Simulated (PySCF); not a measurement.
Calculated NMR parameters of N#C[C@@]1(F)[C@H](F)[C@@H]1F

```yaml
Formula: C4H2F3N
SMILES: N#C[C@@]1(F)[C@H](F)[C@@H]1F
Point_group_of_the_computed_structure: Cs
Degrees_of_unsaturation: 3
Carbon_signals: 3
Proton_signals: 1
```

Mapped SMILES: `[N:1]#[C:2][C@@:3]1([F:4])[C@H:5]([F:6])[C@@H:7]1[F:8]`; H(Xn) means a hydrogen on atom n.

[PySCF: GFN2-xTB geometry; J couplings at B3LYP/pcJ-1 (spin–dipole term only in couplings to heteroatoms); GIAO PBE0/pcSseg-1 shieldings; non-relativistic Hamiltonian; isolated molecule; averaged over atoms made equivalent by symmetry, fast rotation or ring inversion; one computed conformer]

References, each an isolated molecule treated in the same way: ¹H, ¹³C against TMS; ¹⁹F vs CFCl3; ¹⁵N against NH3.

```tsv
carbon	δC, type	δH (multiplicity, J in Hz)	HMBC from (abs. J ≥ 3 Hz)	span of the C tensor (ppm)
C2	119.2, C	–	H(C5)/H(C7)	344
C3	62.7, C	–	–	121
C5/C7	73.5, CH	4.37 (dt, 63.2, 1.3)	H(C5)/H(C7)	118
```

Other nuclei:
| atoms | nucleus | environment | δ (ppm) | σ (ppm) |
| --- | --- | --- | --- | --- |
| F4 | ¹⁹F | fluorine on an sp3 carbon | -258.7 | 429.7 |
| F6/F8 | ¹⁹F | fluorine on an sp3 carbon | -262.0 | 433.0 |
| N1 | ¹⁵N | nitrile nitrogen | 319.9 | -52.2 |

Selected couplings (Hz, signed; the shortest-range and largest first, 30 at most; isotopes ¹³C, ¹⁹F, ¹H, ¹⁵N): ¹J(C5,F6) -323.7, ¹J(C3,F4) -310.3, ¹J(C5,H(C5)) 205.3, ¹J(C2,C3) 108.4, ¹J(N1,C2) -21.4, ¹J(C3,C5) 18.6, ²J(F6,H(C5)) 63.2, ²J(C2,F4) 29.7, ²J(C3,F6) 9.2, ²J(F4,C5) 7.3, ²J(C5,F8) 4.0, ²J(N1,C3) 3.3, ³J(F4,F6) 11.7, ³J(C2,F6) -2.7, ³J(F6,H(C7)) 1.5, ³J(N1,F4) -1.3, ³J(F4,H(C5)) -1.1.

1. Carbon types of the structure: 2 × C, 2 × CH, which accounts for all hydrogens.
2. δC 119.2: nitrile carbon; typical of a nitrile.
3. δC 73.5, 62.7: three-membered-ring carbon; deshielded by the electronegative neighbour.
4. δH 4.37: hydrogen on a three-membered-ring carbon; its carbon carries F, hence the downfield position.

Common functionals overestimate the size of one-bond C–F couplings by tens of Hz; these are unscaled. Splittings below 1 Hz are ignored in the labels, and close J values are merged. Couplings among chemically equivalent protons are left out too, so labels in AA′BB′ or AA′XX′ sets are apparent multiplicities. Shifts are as computed. Against solution values, carbons near 30 ppm lie about +3 ppm off and those near 130 ppm about +5 ppm. Of 1211 compounds with measured shifts, 218 miss one by over three times the rms of a fit or turn the order of signals round; such compounds aren't used in these exercises. Unscaled 19F shifts against computed CFCl3 carry errors that often reach 10 to 50 ppm. Experimental scales use liquid or dissolved standards, which lie at an offset from isolated NH3 (liquid NH3: subtract about 20 ppm). Unscaled 15N shifts of sp2 nitrogen come out 20 to 40 ppm too high even then.
